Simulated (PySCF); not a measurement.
Polarisability and C₆ of Re²⁺ (rhenium, charge +2)

[Xe] 4f14 5d5, high-spin 6S determinant. Calculation: PySCF 2.14, in aug-cc-pVTZ-PP with one added diffuse shell each of s, p, d, f, g type with ECP60MDF (7s7p6d4f3g, 113 functions); a scalar-relativistic core potential. Coupled (time-dependent) response in atomic units; α is the mean over directions.

```json
{"method": "revPBE", "mean α (bohr³)": "12.39", "C₆ (like pair)": "76.62", "S(−4)": "54.57"}
```

S(−4) is the Cauchy moment in α(ω) = α(0) + S(−4) ω² + …

α(iu) at revPBE:

```
u (hartree)  α(iu) (bohr³)
          0          12.39
     0.0500          12.25
      0.100          11.88
      0.200          10.71
      0.300          9.410
      0.500          7.277
      0.750          5.479
       1.00          4.276
       1.50          2.803
       2.00          1.965
       3.00          1.102
       5.00         0.4738
```

A single London oscillator, α(iu) = α/(1 + u²/ω²), gives C₆ = (3/4) ω α². Matching the computed C₆ needs ω = 4 × 76.62 / (3 × 12.39²) = 0.665 hartree.

For an ion, C₆ is the dispersion term alone; charge-induced terms of lower order in 1/R come first.

Energies and moments cover only the electrons outside the core potential. Spin-orbit coupling, which splits the p, d and f shells strongly at this Z, is absent.
